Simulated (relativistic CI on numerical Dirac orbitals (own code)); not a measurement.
**One change at a time: Te9+**

Base calculation: Dirac-Coulomb-Breit CI, orbitals from a KLI potential per configuration, model QED (radiative potential, 1s self-energy scaled to tabulated hydrogen-like ionisation energies), unscaled Slater integrals.

Configuration list (outside the closed core [Ar] 3d10): 4s2 4p6 4d7, 4s2 4p5 4d8, 4s2 4p6 4d6 4f, 4s2 4p6 4d6 5s, 4s2 4p6 4d6 5p, 4s 4p6 4d8, 4s2 4p5 4d7 4f, 4s2 4p6 4d5 5s 5p, 4s2 4p6 4d6 5d, 4s2 4p6 4d5 4f 5s, 4s2 4p6 4d6 6s, 4s2 4p6 4d6 6p, 4s 4p6 4d7 4f, 4s2 4p6 4d6 5f, 4s2 4p5 4d7 5s, 4s2 4p6 4d6 6d, 4s2 4p6 4d6 7s, 4s2 4p6 4d6 7p, 4s2 4p6 4d6 6f, 4s2 4p6 4d6 7f, 4s2 4p5 4d7 6s, 4p6 4d8 4f, 4s2 4p6 4d5 5s2, 4s2 4p6 4d4 4f 5s2, 4s2 4p6 4d4 5s2 5p, 4s2 4p5 4d5 4f 5s2, 4p6 4d9, 4p5 4d10, 4p5 4d9 4f. Double excitations out of closed p, d and f shells are left out; levels of such configurations are missing from the list, as are those of other unlisted configurations, and high levels can miss mixing partners. These lack a partner that the ground configuration has and come out too high: 4s2 4p5 4d7 5s, 4s2 4p5 4d7 6s.

Variants: (1) Breit term removed; (2) non-relativistic limit. Shifts of the energy above 4s2 4p6 4d7 4F_9/2, in cm⁻¹, for the lowest level and the first level of each name with at least 55 % of one term (blank where a level changes its place among those of its configuration and J or its character, or is not in the variant):

| Level | Base | Δ(1) | Δ(2) |
| --- | --- | --- | --- |
| 4s2 4p6 4d7 4F_9/2 | 0 | 0 | 0 |
| 4s2 4p6 4d7 4F_7/2 | 9848 | +309 | -9848 |
| 4s2 4p6 4d7 4F_5/2 | 14560 | +345 | -14560 |
| 4s2 4p6 4d7 4F_3/2 | 17020 | +291 | -17020 |
| 4s2 4p6 4d7 2G_9/2 | 28863 | +240 | -4889 |
| 4s2 4p6 4d7 4P_5/2 | 29189 | +159 | -6239 |
| 4s2 4p6 4d7 4P_1/2 | 33826 | +270 | -10875 |
| 4s2 4p6 4d7 2G_7/2 | 37960 | +477 | -13985 |
| 4s2 4p6 4d7 2H_11/2 | 38028 | +401 | -7646 |
| 4s2 4p6 4d7 2D_5/2 | 46575 | +408 | -9990 |
| 4s2 4p6 4d7 2H_9/2 | 48798 | +751 | -18417 |
| 4s2 4p6 4d7 2P_1/2 | 48977 | +644 | -18477 |
| 4s2 4p6 4d7 2D_3/2 | 60835 | +836 | -24250 |
| 4s2 4p6 4d7 2F_5/2 | 60902 | +229 | -7481 |
| 4s2 4p6 4d7 2F_7/2 | 66408 | +546 | -12987 |
| 4s2 4p6 4d6 5s 6D_9/2 | 476752 | -267 | +39931 |
| 4s2 4p6 4d6 5s 6D_7/2 | 482524 | -106 | +34159 |
| 4s2 4p6 4d6 5s 6D_5/2 | 485377 | -95 | +31306 |
| 4s2 4p6 4d6 5s 6D_3/2 | 487630 | -41 | +29053 |
| 4s2 4p6 4d6 5s 6D_1/2 | 489024 | -1 | +27659 |
| 4s2 4p6 4d6 5s 4D_7/2 | 496361 | -250 | +37677 |
| 4s2 4p6 4d6 5s 4D_5/2 | 502268 | -128 | +31771 |

At this charge energies of transitions that change n are usually good to better than 1 %, and those within a shell (Δn = 0) to a few per cent. Terms inside the open d or f shell come out 10 to 20 % too wide with unscaled integrals. Levels and lines within the n = 5 or 6 shells can be off by up to 10 % or somewhat more, and those that change n by about 2 %, since core polarisation is missing.

Ionisation energy from the two ground configurations alone: base 191.13 eV. The NIST ASD value (theoretical) is 191.1 eV.

LS names give the leading component of a level, which can be under half, so a name can repeat, a term be missing and a line seem to break the LS rules.
